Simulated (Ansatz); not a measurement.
Ansatz (an electronic-structure program) input for 1-chloro-4,4,4-trifluorobuta-1,2-diene (C4H2ClF3), SMILES FC(F)(F)C=C=CCl, PBE-D3(BJ)/def2-SVP. 

Ansatz 0.2 input:
```yaml
crystal:
  periodic: [false, false, false]
  atoms:
    - {symbol: F, position_ang: [-2.48271307, -0.34613513, 0.43517362]}
    - {symbol: C, position_ang: [-1.62256890, 0.30743395, -0.35042552]}
    - {symbol: F, position_ang: [-2.30667753, 0.72614708, -1.41974341]}
    - {symbol: F, position_ang: [-1.19437265, 1.37827197, 0.30815564]}
    - {symbol: C, position_ang: [-0.49966713, -0.59708325, -0.76766148]}
    - {symbol: C, position_ang: [0.75627976, -0.34625292, -0.50783551]}
    - {symbol: C, position_ang: [2.01365149, -0.08818174, -0.26562229]}
    - {symbol: Cl, position_ang: [2.83190586, -0.61596469, 1.15947090]}
    - {symbol: H, position_ang: [-0.80639933, -1.49706936, -1.31372450]}
    - {symbol: H, position_ang: [2.63169745, 0.48841777, -0.96028457]}
basis:
  gaussian:
    orbitals: def2-SVP
hamiltonian:
  xc: pbe
  dispersion: d3bj
relax: {f_tol: 0.002, max_steps: 200}
```

Log of the run:

```
WARN ansatz: RAYON_NUM_THREADS=1 ignored (pool sized by the plan → 1); use --threads N
Functional definition: PBE
integrals: 0.07 GiB planned
1387 factors; their error is unknown
mean field: 0.38 GiB planned
mean field evaluation 1: about -24812.7309 eV, gradient 5.9e1 eV
mean field evaluation 2: about -24801.7838 eV, gradient 8.8e1 eV
mean field evaluation 4: about -24820.8009 eV, gradient 1.1e1 eV
mean field evaluation 8: about -24821.1165 eV, gradient 2.5e-1 eV
mean field evaluation 16: about -24821.0307 eV, gradient 6.0e-4 eV
mean field -24821.03065322 eV, -912.1560522071 hartree, gradient 1.8e-5 eV, S^2 0.000000; 0 other end points of the search recorded, 0 dependent functions left out
the calculation of the forces begins
reference -24821.03067961 eV, -912.1560531768 hartree; 35, 35 occupied and 91, 91 virtual orbitals, 1387 factors
relax step   1: F+E_penalty+E_count = -24821.24855660 eV  Δ(F+E_penalty+E_count) = +0.000e0 eV  max|allowed force component| = 7.752e-1 eV/Å  Δτ_max = 0.0000 Å  (30 SCF iters, accepted)
these checks for a lower state are left out or cut short: starts, cluster_reference, orbital_swaps, neighbouring_geometries, increment
integrals: 0.07 GiB planned
1387 factors; their error is unknown
mean field: 0.38 GiB planned
mean field -24821.06541120 eV, -912.1573295391 hartree, gradient 2.5e-5 eV, S^2 0.000000; 0 other end points of the search recorded, 0 dependent functions left out
the calculation of the forces begins
reference -24821.06543764 eV, -912.1573305109 hartree; 35, 35 occupied and 91, 91 virtual orbitals, 1387 factors
relax step   2: F+E_penalty+E_count = -24821.28207537 eV  Δ(F+E_penalty+E_count) = -3.352e-2 eV  max|allowed force component| = 3.036e-1 eV/Å  Δτ_max = 0.0198 Å  (32 SCF iters, accepted)
these checks for a lower state are left out or cut short: starts, cluster_reference, orbital_swaps, neighbouring_geometries, increment
integrals: 0.07 GiB planned
1387 factors; their error is unknown
mean field: 0.38 GiB planned
mean field evaluation 32: about -24821.0284 eV, gradient 1.8e-3 eV
mean field -24821.02836644 eV, -912.1559681693 hartree, gradient 8.9e-6 eV, S^2 0.000000; 0 other end points of the search recorded, 0 dependent functions left out
the calculation of the forces begins
reference -24821.02839302 eV, -912.1559691464 hartree; 35, 35 occupied and 91, 91 virtual orbitals, 1387 factors
relax step   3: F+E_penalty+E_count = -24821.24413576 eV  Δ(F+E_penalty+E_count) = +3.794e-2 eV  max|allowed force component| = 6.228e-1 eV/Å  Δτ_max = 0.0898 Å  (31 SCF iters, rejected (line search))
these checks for a lower state are left out or cut short: starts, cluster_reference, orbital_swaps, neighbouring_geometries, increment
integrals: 0.07 GiB planned
1387 factors; their error is unknown
mean field: 0.38 GiB planned
mean field -24821.06778912 eV, -912.1574169260 hartree, gradient 2.7e-5 eV, S^2 0.000000; 0 other end points of the search recorded, 0 dependent functions left out
the calculation of the forces begins
reference -24821.06781559 eV, -912.1574178990 hartree; 35, 35 occupied and 91, 91 virtual orbitals, 1387 factors
relax step   4: F+E_penalty+E_count = -24821.28431268 eV  Δ(F+E_penalty+E_count) = -2.237e-3 eV  max|allowed force component| = 1.603e-1 eV/Å  Δτ_max = 0.0232 Å  (31 SCF iters, accepted)
these checks for a lower state are left out or cut short: starts, cluster_reference, orbital_swaps, neighbouring_geometries, increment
integrals: 0.07 GiB planned
1387 factors; their error is unknown
mean field: 0.38 GiB planned
mean field -24821.06639054 eV, -912.1573655291 hartree, gradient 2.6e-5 eV, S^2 0.000000; 0 other end points of the search recorded, 0 dependent functions left out
the calculation of the forces begins
reference -24821.06641702 eV, -912.1573665023 hartree; 35, 35 occupied and 91, 91 virtual orbitals, 1387 factors
relax step   5: F+E_penalty+E_count = -24821.28231338 eV  Δ(F+E_penalty+E_count) = +1.999e-3 eV  max|allowed force component| = 2.189e-1 eV/Å  Δτ_max = 0.0666 Å  (31 SCF iters, rejected (line search))
these checks for a lower state are left out or cut short: starts, cluster_reference, orbital_swaps, neighbouring_geometries, increment
integrals: 0.07 GiB planned
1387 factors; their error is unknown
mean field: 0.38 GiB planned
mean field -24821.07154230 eV, -912.1575548528 hartree, gradient 2.6e-5 eV, S^2 0.000000; 0 other end points of the search recorded, 0 dependent functions left out
the calculation of the forces begins
reference -24821.07156875 eV, -912.1575558250 hartree; 35, 35 occupied and 91, 91 virtual orbitals, 1387 factors
relax step   6: F+E_penalty+E_count = -24821.28771557 eV  Δ(F+E_penalty+E_count) = -3.403e-3 eV  max|allowed force component| = 3.500e-2 eV/Å  Δτ_max = 0.0191 Å  (32 SCF iters, accepted)
these checks for a lower state are left out or cut short: starts, cluster_reference, orbital_swaps, neighbouring_geometries, increment
integrals: 0.07 GiB planned
1387 factors; their error is unknown
mean field: 0.38 GiB planned
mean field -24821.07162652 eV, -912.1575579480 hartree, gradient 2.6e-5 eV, S^2 0.000000; 0 other end points of the search recorded, 0 dependent functions left out
the calculation of the forces begins
reference -24821.07165298 eV, -912.1575589204 hartree; 35, 35 occupied and 91, 91 virtual orbitals, 1387 factors
relax step   7: F+E_penalty+E_count = -24821.28779370 eV  Δ(F+E_penalty+E_count) = -7.813e-5 eV  max|allowed force component| = 1.024e-2 eV/Å  Δτ_max = 0.0030 Å  (33 SCF iters, accepted)
these checks for a lower state are left out or cut short: starts, cluster_reference, orbital_swaps, neighbouring_geometries, increment
integrals: 0.07 GiB planned
1387 factors; their error is unknown
mean field: 0.38 GiB planned
mean field evaluation 64: about -24821.0716 eV, gradient 9.6e-2 eV
mean field -24821.07165290 eV, -912.1575589175 hartree, gradient 7.6e-6 eV, S^2 0.000000; 0 other end points of the search recorded, 0 dependent functions left out
the calculation of the forces begins
reference -24821.07167936 eV, -912.1575598899 hartree; 35, 35 occupied and 91, 91 virtual orbitals, 1387 factors
relax step   8: F+E_penalty+E_count = -24821.28780095 eV  Δ(F+E_penalty+E_count) = -7.248e-6 eV  max|allowed force component| = 3.475e-3 eV/Å  Δτ_max = 0.0017 Å  (24 SCF iters, accepted)
these checks for a lower state are left out or cut short: starts, cluster_reference, orbital_swaps, neighbouring_geometries, increment
integrals: 0.07 GiB planned
1387 factors; their error is unknown
mean field: 0.38 GiB planned
mean field -24821.07165823 eV, -912.1575591132 hartree, gradient 2.3e-5 eV, S^2 0.000000; 0 other end points of the search recorded, 0 dependent functions left out
the calculation of the forces begins
reference -24821.07168469 eV, -912.1575600856 hartree; 35, 35 occupied and 91, 91 virtual orbitals, 1387 factors
relax step   9: F+E_penalty+E_count = -24821.28780186 eV  Δ(F+E_penalty+E_count) = -9.163e-7 eV  max|allowed force component| = 4.907e-3 eV/Å  Δτ_max = 0.0010 Å  (23 SCF iters, accepted)
these checks for a lower state are left out or cut short: starts, cluster_reference, orbital_swaps, neighbouring_geometries, increment
integrals: 0.07 GiB planned
1387 factors; their error is unknown
mean field: 0.38 GiB planned
mean field -24821.07165851 eV, -912.1575591237 hartree, gradient 4.6e-5 eV, S^2 0.000000; 0 other end points of the search recorded, 0 dependent functions left out
the calculation of the forces begins
reference -24821.07168497 eV, -912.1575600960 hartree; 35, 35 occupied and 91, 91 virtual orbitals, 1387 factors
relax step  10: F+E_penalty+E_count = -24821.28780284 eV  Δ(F+E_penalty+E_count) = -9.780e-7 eV  max|allowed force component| = 1.219e-3 eV/Å  Δτ_max = 0.0007 Å  (21 SCF iters, accepted)
integrals: 0.07 GiB planned
1387 factors; their error is unknown
mean field: 0.38 GiB planned
mean field evaluation 96: about -24821.0717 eV, gradient 6.2e-4 eV
mean field -24821.07165851 eV, -912.1575591237 hartree, gradient 4.6e-5 eV, S^2 0.000000; 1 other end points of the search recorded, 0 dependent functions left out
the calculation of the forces begins
reference -24821.07168497 eV, -912.1575600960 hartree; 35, 35 occupied and 91, 91 virtual orbitals, 1387 factors
Total energy: -24821.28782930 eV, -912.1655032536 hartree
Atom 0 at    -2.504978    -0.356357     0.444134 Å, force    -0.000185    -0.000102    -0.000313 eV/Å
Atom 1 at    -1.633609     0.309694    -0.350699 Å, force    -0.000356    -0.000362     0.001219 eV/Å
Atom 2 at    -2.327011     0.730110    -1.436886 Å, force     0.000343     0.000236     0.000025 eV/Å
Atom 3 at    -1.204929     1.396396     0.316591 Å, force    -0.000043    -0.000029    -0.000468 eV/Å
Atom 4 at    -0.502701    -0.598479    -0.768893 Å, force    -0.000374     0.000094    -0.000282 eV/Å
Atom 5 at     0.763299    -0.347639    -0.508825 Å, force     0.000146    -0.000091     0.000198 eV/Å
Atom 6 at     2.030445    -0.089200    -0.266215 Å, force     0.000464     0.000120    -0.000169 eV/Å
Atom 7 at     2.859574    -0.621428     1.170013 Å, force    -0.000148     0.000273     0.000108 eV/Å
Atom 8 at    -0.817257    -1.503979    -1.318909 Å, force     0.000035     0.000141    -0.000167 eV/Å
Atom 9 at     2.658304     0.490466    -0.962805 Å, force     0.000118    -0.000281    -0.000151 eV/Å
Dipole moment:     0.238327    -0.126904    -0.250844 e Å
```

Self-consistency was reached.
